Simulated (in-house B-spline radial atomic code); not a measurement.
The numbers below are computed, except where a source is named.
**Weak and strong correlation along the adiabatic connection**

Two-electron singlets in several external potentials (atomic units), by full CI in B-splines with partial waves to l = 8 (correlation energies up to 0.6 % small). The repulsion is scaled by λ at fixed density; W(λ) is the mean repulsion less the Hartree energy, W(0) = E_x, and the area under W from 0 to 1 is E_xc.

Relative drop (W(λ) − E_x)/E_x:

| system | λ = 0.12 | λ = 0.25 | λ = 0.4 | λ = 0.6 | λ = 0.8 | λ = 1 |
| --- | --- | --- | --- | --- | --- | --- |
| −V exp(−r²/w²), V = 17.2, w = 4.9 | 0.0144 | 0.0290 | 0.0444 | 0.0632 | 0.0799 | 0.0951 |
| −V exp(−r²/w²), V = 2.61, w = 3.03 | 0.0197 | 0.0390 | 0.0589 | 0.0823 | 0.1024 | 0.1201 |
| −V exp(−r²/w²), V = 2.36, w = 11.1 | 0.0374 | 0.0709 | 0.1023 | 0.1354 | 0.1613 | 0.1820 |
| −Z exp(−kr)/r, Z = 7.41, k = 1.69 | 0.0027 | 0.0055 | 0.0088 | 0.0130 | 0.0171 | 0.0212 |
| −Z/r, Z = 0.788, wall at 5.89 bohr | 0.0268 | 0.0520 | 0.0769 | 0.1048 | 0.1281 | 0.1477 |
| −V exp(−r²/w²), V = 13.4, w = 0.975 | 0.0075 | 0.0152 | 0.0238 | 0.0347 | 0.0450 | 0.0547 |
| ω²r²/2 − Z/r, ω = 0.136, Z = 2 | 0.0108 | 0.0220 | 0.0340 | 0.0490 | 0.0629 | 0.0757 |

Task: Order the systems by how far second-order (GL2) theory, half the initial slope (estimated from the first points of each curve), overshoots the correlation energy, least first.
A. −Z exp(−kr)/r, Z = 7.41, k = 1.69
B. −Z/r, Z = 0.788, wall at 5.89 bohr
C. −V exp(−r²/w²), V = 13.4, w = 0.975
D. −V exp(−r²/w²), V = 2.61, w = 3.03
E. −V exp(−r²/w²), V = 2.36, w = 11.1
F. ω²r²/2 − Z/r, ω = 0.136, Z = 2
G. −V exp(−r²/w²), V = 17.2, w = 4.9

Result: A (GL2/E_c = 1.04), C (GL2/E_c = 1.10), F (GL2/E_c = 1.15), G (GL2/E_c = 1.20), D (GL2/E_c = 1.28), B (GL2/E_c = 1.40), E (GL2/E_c = 1.55).

Task: What else changes along this order?

Result: The ratio follows the bend of the curve. With it the leading natural occupation goes from 1.999 to 1.886 and −T_c/E_c from 0.97 to 0.65 between the first and the last.
